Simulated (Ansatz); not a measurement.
Total energies of F$_{2}$H$_{2}$HfSe$_{2}$, SMILES `[F][Hf]([F])([SeH])[SeH]`.

```
atom   x (Å)   y (Å)   z (Å)
  F1   2.367  -0.280   0.110
 Hf2   0.528   0.093  -0.111
  F3   0.156   0.622  -1.888
 Se4  -0.113   1.896   1.594
 Se5  -0.910  -1.970   0.431
  H6  -1.345   2.093   0.808
  H7  -0.684  -2.453  -0.944
```

Total charge 0; spin multiplicity 1. Correlated methods include outer-core shells of Hf, Se, which these sets cover unevenly. Scalar relativity is left out up to krypton. Hf takes the def2 core potential. The structure was optimised at the PBE0-D4/def2-TZVP level. It is one conformer, not always the lowest. Basis def2-TZVPP, Ansatz 0.2.0.

RPA on PBE orbitals: Hartree–Fock energy of these orbitals -5047.48900 Eh, correlation -2.04153 Eh (frozen core).

```tsv
functional	energy without D4 (Eh)	D4 term (kJ/mol)
BHLYP	-5052.18282	-29.0
ωB97M-V	-5051.98854	–
```

**Question.** Give the same for LDA (SPW92), PBE, revPBE, BLYP, r2SCAN, B97M-V, PBE0, B3LYP, r2SCANh, r2SCAN0, HSE06 (plane-wave form), CAM-B3LYP, LC-ωPBE, ωB97X-V, B2PLYP, PBE-QIDH. (Estimate.)

**Answer.** Ansatz gave: 
```
             functional  energy without D4 (Eh)  D4 term (kJ/mol)
            LDA (SPW92)             -5044.16078                 –
                    PBE             -5051.49963             -17.6
                 revPBE             -5051.97044             -36.4
                   BLYP             -5052.42707             -35.4
                 r2SCAN             -5052.31318              -4.2
                 B97M-V             -5051.44744                 –
                   PBE0             -5051.61494             -15.5
                  B3LYP             -5052.47663             -28.7
                r2SCANh             -5052.27589              -4.7
                r2SCAN0             -5052.22235              -5.3
HSE06 (plane-wave form)             -5051.61190             -15.0
              CAM-B3LYP             -5052.54738             -16.6
                LC-ωPBE             -5051.63823                 –
                ωB97X-V             -5051.85146                 –
                 B2PLYP             -5051.42558                 –
               PBE-QIDH             -5050.87975                 –
```

B3LYP takes the VWN-RPA correlation (the form of Gaussian; ORCA's B3LYP/G). HSE06 is the plane-wave form, built on full-range PBE exchange. The double hybrids freeze the cores in their second-order part.

LC-ωPBE has ω = 0.4 bohr⁻¹.
